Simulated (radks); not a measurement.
Species: the vanadium ion V2+. Configuration: [Ar] 3d3. Method: Dirac Kohn-Sham, PBE, spin-unpolarised, spherical densities, point nucleus; open shells fill j = l - 1/2 first; computed with a radial shooting solver on a logarithmic mesh with Libxc functionals.

Spin-orbit splittings of the eigenvalues, e(l+1/2) - e(l-1/2), with zeta = 2 splitting/(2l+1) and mean radii in bohr:

2p: occ. 6; splitting (eV) 7.102; zeta (eV) 4.735; <r> j=l-1/2 0.2721; <r> j=l+1/2 0.2749
3p: occ. 6; splitting (eV) 0.8305; zeta (eV) 0.5537; <r> j=l-1/2 1.010; <r> j=l+1/2 1.018
3d: occ. 3; splitting (eV) 0.07088; zeta (eV) 0.02835; <r> j=l-1/2 1.320; <r> j=l+1/2 1.323
